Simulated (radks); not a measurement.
Question: S2-, 18 electrons, occupied as [Ar]. All-electron calculation, scalar-relativistic Kohn-Sham, PBEsol, spin-polarised, spherical densities, finite nucleus; Fermi nuclear charge, rms radius 3.2611 fm; Watson sphere of charge +2 and radius 2.59 bohr. Program: a radial shooting solver on a logarithmic mesh with Libxc functionals. Some entries of the table are withheld. Estimate them.

| orbital | occ. | eigenvalue (eV) | <r> (bohr) |
|---|---|---|---|
| 1s | 2 | -2397.977 | 0.09699 |
| 2s | 2 | -208.0067 | 0.4801 |
| 2p | 6 | (1) | 0.4436 |
| 3s | 2 | -16.6900 | 1.781 |
| 3p | 6 | -7.1994 | (2) |

Answer: 
(1) 2p eigenvalue (eV): -153.0298
(2) 3p <r> (bohr): 2.218
